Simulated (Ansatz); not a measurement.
Ansatz (an electronic-structure program) input (B3LYP-D3(BJ)/def2-TZVP):

Ansatz 0.2 input:
```yaml
crystal:
  periodic: [false, false, false]
  atoms:
    - {symbol: B, position_ang: [0.33946760, 0.81607110, -0.05152654]}
    - {symbol: O, position_ang: [1.67556708, 0.58755695, -0.07607412]}
    - {symbol: C, position_ang: [2.27344457, -0.60572804, -0.04619057]}
    - {symbol: O, position_ang: [-0.52132555, -0.22824819, 0.00920621]}
    - {symbol: C, position_ang: [-1.91521769, -0.09048486, 0.03954560]}
    - {symbol: H, position_ang: [0.00186214, 1.94293789, -0.08562334]}
    - {symbol: H, position_ang: [3.34549235, -0.59712853, -0.06790805]}
    - {symbol: H, position_ang: [1.69617428, -1.50957593, 0.00569929]}
    - {symbol: H, position_ang: [-2.33973578, -0.61281981, -0.82150088]}
    - {symbol: H, position_ang: [-2.29488305, -0.55065096, 0.95550548]}
    - {symbol: H, position_ang: [-2.21948835, 0.95919452, 0.01051296]}
basis:
  gaussian:
    orbitals: def2-TZVP
hamiltonian:
  xc: b3lyp
  dispersion: d3bj
magnetization: {spin_polarized: true, initial_magnetization: 1}
relax: {f_tol: 0.002, max_steps: 150}
```

Output:

```
Functional definition: B3LYP
integrals: 0.09 GiB planned
1095 factors; their error is unknown
mean field: 1.14 GiB planned
mean field evaluation 1: about -6937.7207 eV, gradient 4.6e1 eV
mean field evaluation 2: about -6930.2391 eV, gradient 6.5e1 eV
mean field evaluation 4: about -6945.6465 eV, gradient 2.9e0 eV
mean field evaluation 8: about -6945.6740 eV, gradient 1.3e-1 eV
mean field evaluation 16: about -6945.6683 eV, gradient 3.3e-4 eV
mean field -6945.66833368 eV, -255.2486033198 hartree, gradient 1.7e-5 eV, S^2 0.753765; 0 other end points of the search recorded, 0 dependent functions left out
the calculation of the forces begins
reference -6945.66861390 eV, -255.2486136174 hartree; 20, 19 occupied and 171, 172 virtual orbitals, 1095 factors
relax step   1: F+E_penalty+E_count = -6945.94841377 eV  Δ(F+E_penalty+E_count) = +0.000e0 eV  max|allowed force component| = 6.834e-1 eV/Å  Δτ_max = 0.0000 Å  (33 SCF iters, accepted)
these checks for a lower state are left out or cut short: starts, cluster_reference, orbital_swaps, neighbouring_geometries, increment
integrals: 0.09 GiB planned
1095 factors; their error is unknown
mean field: 1.13 GiB planned
mean field -6945.68880619 eV, -255.2493556705 hartree, gradient 2.4e-5 eV, S^2 0.753817; 0 other end points of the search recorded, 0 dependent functions left out
the calculation of the forces begins
reference -6945.68908599 eV, -255.2493659528 hartree; 20, 19 occupied and 171, 172 virtual orbitals, 1095 factors
relax step   2: F+E_penalty+E_count = -6945.96842545 eV  Δ(F+E_penalty+E_count) = -2.001e-2 eV  max|allowed force component| = 3.628e-1 eV/Å  Δτ_max = 0.0237 Å  (34 SCF iters, accepted)
these checks for a lower state are left out or cut short: starts, cluster_reference, orbital_swaps, neighbouring_geometries, increment
integrals: 0.09 GiB planned
1095 factors; their error is unknown
mean field: 1.14 GiB planned
mean field evaluation 32: about -6945.6952 eV, gradient 3.2e-3 eV
mean field -6945.69517850 eV, -255.2495898485 hartree, gradient 2.1e-5 eV, S^2 0.753850; 0 other end points of the search recorded, 0 dependent functions left out
the calculation of the forces begins
reference -6945.69545735 eV, -255.2496000960 hartree; 20, 19 occupied and 171, 172 virtual orbitals, 1095 factors
relax step   3: F+E_penalty+E_count = -6945.97507646 eV  Δ(F+E_penalty+E_count) = -6.651e-3 eV  max|allowed force component| = 9.369e-2 eV/Å  Δτ_max = 0.0232 Å  (34 SCF iters, accepted)
these checks for a lower state are left out or cut short: starts, cluster_reference, orbital_swaps, neighbouring_geometries, increment
integrals: 0.09 GiB planned
1095 factors; their error is unknown
mean field: 1.13 GiB planned
mean field -6945.69540131 eV, -255.2495980369 hartree, gradient 2.5e-5 eV, S^2 0.753841; 0 other end points of the search recorded, 0 dependent functions left out
the calculation of the forces begins
reference -6945.69567955 eV, -255.2496082617 hartree; 20, 19 occupied and 171, 172 virtual orbitals, 1095 factors
relax step   4: F+E_penalty+E_count = -6945.97580252 eV  Δ(F+E_penalty+E_count) = -7.261e-4 eV  max|allowed force component| = 8.019e-2 eV/Å  Δτ_max = 0.0171 Å  (35 SCF iters, accepted)
these checks for a lower state are left out or cut short: starts, cluster_reference, orbital_swaps, neighbouring_geometries, increment
integrals: 0.09 GiB planned
1095 factors; their error is unknown
mean field: 1.14 GiB planned
mean field -6945.69547212 eV, -255.2496006391 hartree, gradient 2.0e-5 eV, S^2 0.753844; 0 other end points of the search recorded, 0 dependent functions left out
the calculation of the forces begins
reference -6945.69575036 eV, -255.2496108641 hartree; 20, 19 occupied and 171, 172 virtual orbitals, 1095 factors
relax step   5: F+E_penalty+E_count = -6945.97595203 eV  Δ(F+E_penalty+E_count) = -1.495e-4 eV  max|allowed force component| = 1.493e-2 eV/Å  Δτ_max = 0.0040 Å  (28 SCF iters, accepted)
these checks for a lower state are left out or cut short: starts, cluster_reference, orbital_swaps, neighbouring_geometries, increment
integrals: 0.09 GiB planned
1095 factors; their error is unknown
mean field: 1.13 GiB planned
mean field -6945.69545808 eV, -255.2496001230 hartree, gradient 1.8e-5 eV, S^2 0.753843; 0 other end points of the search recorded, 0 dependent functions left out
the calculation of the forces begins
reference -6945.69573631 eV, -255.2496103479 hartree; 20, 19 occupied and 171, 172 virtual orbitals, 1095 factors
relax step   6: F+E_penalty+E_count = -6945.97595796 eV  Δ(F+E_penalty+E_count) = -5.939e-6 eV  max|allowed force component| = 1.481e-3 eV/Å  Δτ_max = 0.0010 Å  (26 SCF iters, accepted)
integrals: 0.09 GiB planned
1095 factors; their error is unknown
mean field: 1.13 GiB planned
mean field evaluation 64: about -6945.7019 eV, gradient 3.8e-2 eV
mean field -6945.69545808 eV, -255.2496001230 hartree, gradient 1.8e-5 eV, S^2 0.753843; 1 other end points of the search recorded, 0 dependent functions left out
the calculation of the forces begins
reference -6945.69573631 eV, -255.2496103479 hartree; 20, 19 occupied and 171, 172 virtual orbitals, 1095 factors
Total energy: -6945.97623620 eV, -255.2599185285 hartree
Atom 0 at     0.340486     0.813658    -0.050424 Å, force     0.000291    -0.000524    -0.000683 eV/Å
Atom 1 at     1.695067     0.610329    -0.076378 Å, force    -0.001375     0.000327     0.000225 eV/Å
Atom 2 at     2.278340    -0.612507    -0.045171 Å, force     0.000169    -0.000445     0.000194 eV/Å
Atom 3 at    -0.498322    -0.245698     0.010103 Å, force     0.001481     0.000816     0.000076 eV/Å
Atom 4 at    -1.910859    -0.092050     0.039247 Å, force    -0.000680    -0.000558     0.000087 eV/Å
Atom 5 at    -0.047451     1.940342    -0.083180 Å, force     0.000220    -0.000014     0.000262 eV/Å
Atom 6 at     3.354787    -0.613608    -0.069917 Å, force     0.000185     0.000100    -0.000081 eV/Å
Atom 7 at     1.663580    -1.497136     0.005544 Å, force    -0.000189     0.000026    -0.000081 eV/Å
Atom 8 at    -2.339937    -0.609161    -0.819629 Å, force    -0.000059     0.000060     0.000059 eV/Å
Atom 9 at    -2.296200    -0.544052     0.953780 Å, force    -0.000137     0.000061     0.000006 eV/Å
Atom 10 at    -2.198132     0.961006     0.007671 Å, force     0.000093     0.000151    -0.000065 eV/Å
Dipole moment:    -0.351215    -0.116393     0.013823 e Å
```

It need not be the lowest isomer of its formula.
